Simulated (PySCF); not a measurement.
# A search over the determinants of TlH⁺

Unrestricted PBE0; basis Tl def2-SVPD with ECP60, H def2-SVPD; scalar-relativistic core potentials; PySCF 2.14. Outer shells of the fragments: Tl+ 5d10 6s2; H 1s1.

Followed along the bond (rough minima from three points):

```tsv
2Ms+1	unpaired	⟨S²⟩ at the start	R at minimum (Å)	Te (eV)
2	σ ↑	0.76	2.68	0.00
4	σ ↑↑, π ↑	3.75	none in the scan	≤ 7.05
```

Solutions found at the starting distance of 1.850 Å, counted from the lowest of them; the search is not exhaustive and high or unbound solutions are not listed, so other states can lie among these:

```
2Ms+1   unpaired  term  E (eV)  ⟨S²⟩  ⟨Lz²⟩  μ (D)
    2        σ ↑   ²Σ⁺    0.00  0.76   0.00   0.67
    2        π ↑    ²Π    4.80  0.79   1.00   1.06
    4  σ ↑↑, π ↑    ⁴Π    7.62  3.75   1.01   1.59
```

A term symbol is given only where ⟨S²⟩ and ⟨Lz²⟩ are close to those of a pure state; real π, δ and φ orbitals otherwise mix terms. A positive dipole points towards H; it is taken about the centre of mass and depends on that origin.

Spin–orbit coupling is left out. Counting both spins, an empty level lies below a filled one in some of these solutions, because spin and occupation are held.
